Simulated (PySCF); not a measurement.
WOCl₄, optimised at GFN2-xTB:

```xyz
6

O     -0.1048     1.0985    -1.3734
W     -0.0371     0.0716    -0.0568
Cl    -1.4570    -1.6325    -0.5197
Cl     1.4341     1.0070     1.3904
Cl    -1.6382     0.7873     1.3777
Cl     1.6148    -1.4127    -0.5061
```

Computed with PySCF (xtb for GFN2) and rigid-rotor harmonic-oscillator thermochemistry at 1 bar. All species are closed-shell singlets. W: scalar-relativistic def2 core potential, no spin-orbit coupling.

**Question.** List the harmonic frequencies (cm⁻¹, unscaled) at this level and at the other levels, each on its own geometry.

**Answer.** 
- GFN2-xTB: 38, 129, 153, 153, 186, 186, 220, 222, 286, 286, 308, 877
- PBE/def2-SVP: 37, 150, 152, 152, 216, 247, 247, 322, 377, 377, 385, 1016
- PBE0/def2-TZVP: 44, 152, 152, 159, 224, 262, 262, 328, 392, 392, 410, 1087
